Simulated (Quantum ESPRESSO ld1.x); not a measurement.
The numbers below are computed, except where a source is named.
Question: Radial electron density D(r) = 4 pi r^2 rho(r) of an atom or ion with 11 electrons. Code: ld1.x of Quantum ESPRESSO 7.5. Model: scalar-relativistic Kohn-Sham, LDA (Slater exchange, Perdew-Wang correlation), spin-polarised, spherical densities, point nucleus.

| r (bohr) | D(r) (e/bohr) | spin D(r) |
|---|---|---|
| 0.00606 | 7.124 | 0.0759 |
| 0.007704 | 10.27 | 0.109 |
| 0.009794 | 14.41 | 0.150 |
| 0.01245 | 19.51 | 0.199 |
| 0.01583 | 25.30 | 0.249 |
| 0.02012 | 31.05 | 0.287 |
| 0.02558 | 35.62 | 0.293 |
| 0.03252 | 37.69 | 0.248 |
| 0.04134 | 36.50 | 0.149 |
| 0.05255 | 32.85 | 0.0339 |
| 0.0668 | 29.48 | 0.000400 |
| 0.08561 | 29.87 | 0.173 |
| 0.1088 | 34.90 | 0.538 |
| 0.1383 | 40.41 | 0.835 |
| 0.1759 | 39.64 | 0.683 |
| 0.2236 | 29.88 | 0.153 |
| 0.2842 | 16.41 | 0.101 |
| 0.3613 | 7.103 | 1.18 |
| 0.4593 | 3.672 | 2.38 |
| 0.5839 | 2.336 | 2.19 |
| 0.7423 | 1.002 | 0.994 |
| 0.9437 | 0.2093 | 0.209 |
| 1.2 | 0.01773 | 0.0177 |
| 1.525 | 0.0004955 | 0.000495 |

What is the nuclear charge?

Answer: Z = 31. The innermost maximum, from 1s, lies near gamma/Z bohr with gamma = sqrt(1 - (Z/c)^2) = 0.974, here 0.0314 bohr (found: 0.0336), and its height grows with Z. The density is that of the gallium ion Ga20+ in [Ne] 3s1; the configuration itself is not fixed sharply by these data, and Z only to about a unit. D(r) has 2 maxima, at r = 0.0336, 0.154 bohr, and minima at 0.0747 bohr, inside which lie 2.13 electrons.
